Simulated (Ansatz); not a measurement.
Ansatz (a program for electronic structure) input:

Ansatz 0.2 input:
```yaml
crystal:
  periodic: [false, false, false]
  atoms:
    - {symbol: C, position_ang: [-1.25405650, -0.29367733, 1.27676876]}
    - {symbol: C, position_ang: [-0.66046714, -0.29964095, -0.13672418]}
    - {symbol: C, position_ang: [-0.97996087, 1.02452594, -0.83747062]}
    - {symbol: C, position_ang: [-1.27082627, -1.45848408, -0.93443264]}
    - {symbol: C, position_ang: [0.87160963, -0.51832115, -0.08582701]}
    - {symbol: C, position_ang: [1.64049168, 0.51056681, 0.71451207]}
    - {symbol: C, position_ang: [2.49274378, 1.36367139, 0.21670542]}
    - {symbol: H, position_ang: [-1.00124782, -1.21081895, 1.81448442]}
    - {symbol: H, position_ang: [-0.89292847, 0.55343732, 1.86159105]}
    - {symbol: H, position_ang: [-2.34280054, -0.22222479, 1.23249531]}
    - {symbol: H, position_ang: [-2.05983878, 1.17509798, -0.89938284]}
    - {symbol: H, position_ang: [-0.54893301, 1.87062318, -0.30124156]}
    - {symbol: H, position_ang: [-0.58082738, 1.03455308, -1.85455986]}
    - {symbol: H, position_ang: [-2.35400250, -1.34468774, -1.01520774]}
    - {symbol: H, position_ang: [-1.06899365, -2.41782281, -0.45235303]}
    - {symbol: H, position_ang: [-0.86127678, -1.49732730, -1.94638395]}
    - {symbol: H, position_ang: [1.06433211, -1.50436721, 0.35084697]}
    - {symbol: H, position_ang: [1.25643432, -0.54153791, -1.10788337]}
    - {symbol: H, position_ang: [1.45297428, 0.51758006, 1.78721480]}
    - {symbol: H, position_ang: [2.89990237, 1.61565115, -0.75081126]}
basis:
  gaussian:
    orbitals: def2-TZVPD
hamiltonian:
  xc: {name: SVWN5}
magnetization: {spin_polarized: true, initial_magnetization: 1}
output: {forces: true}
```

Task: Which total energy does the run end on?

Result: -271.96728 Eh (SVWN5/def2-TZVPD). The basis has 376 functions.

It need not be the lowest isomer of its formula.
